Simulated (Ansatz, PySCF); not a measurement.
Dissociation curve of MgN (cation, charge +1), lowest singlet found (which spin is the ground state isn't settled by this scan). Each curve is given relative to its own lowest point between 1.76 and 2.38 Å, where full CI is lowest.

| R / Å | A | B | C |
|---|---|---|---|
| 1.76 | 37.1 | 55.0 | 44.4 |
| 1.85 | 8.7 | 20.8 | 13.7 |
| 1.92 | 0.0 | 6.6 | 2.5 |
| 2.01 | 0.8 | 0.0 | 0.0 |
| 2.07 | 6.7 | 1.0 | 3.7 |
| 2.16 | 21.0 | 8.2 | 15.1 |
| 2.21 | 31.0 | 14.4 | 23.6 |
| 2.30 | 51.3 | 28.3 | 41.4 |
| 2.38 | 71.0 | 42.5 | 59.1 |
| 2.55 | 114.8 | 75.1 | 99.1 |
| 2.68 | 148.0 | 100.1 | 129.7 |
| 2.85 | 189.5 | 130.9 | 167.7 |
| 3.08 | 240.6 | 167.5 | 213.9 |
| 3.40 | 300.9 | 207.8 | 266.3 |
| 3.77 | 355.9 | 240.4 | 310.9 |

Energies in kJ/mol.

Q: Match the curves with the methods RHF/aug-cc-pVDZ (Ansatz, a quantum-chemistry and plane-wave program); restricted BP86/6-31G*, spherical d in PySCF 2.14.0; PySCF with restricted M06-2X/6-31G*, spherical d.

A: A is RHF; B is RKS-BP86/6-31G*; C is RKS-M06-2X/6-31G*.

The scan ran from 1.52 to 7.14 Å; beyond the distances shown full CI changes its symmetry label. The restricted form behind RKS-BP86/6-31G*, RKS-M06-2X/6-31G*, RHF keeps the bonding electrons paired and can't separate into open-shell fragments.
